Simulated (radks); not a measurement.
Q: Species: Mn2+. Configuration: [Ar] 3d5 (the NIST ground configuration). Calculated with a radial shooting solver on a logarithmic mesh with Libxc functionals: Dirac Kohn-Sham, LDA (Slater exchange, Perdew-Wang correlation), spin-unpolarised, spherical densities, point nucleus; open shells fill j = l - 1/2 first.

Spin-orbit splittings of the eigenvalues, e(l+1/2) - e(l-1/2), with zeta = 2 splitting/(2l+1) and mean radii in bohr:

shell  occ.  splitting (eV)  zeta (eV)  <r> j=l-1/2  <r> j=l+1/2
2p        6           10.41      6.938       0.2454       0.2483
3p        6           1.277     0.8516       0.8992       0.9083
3d        5               ?          ?        1.145        1.150

Estimate the 3d splitting.

A: 0.1244 eV (zeta = 0.04974 eV).
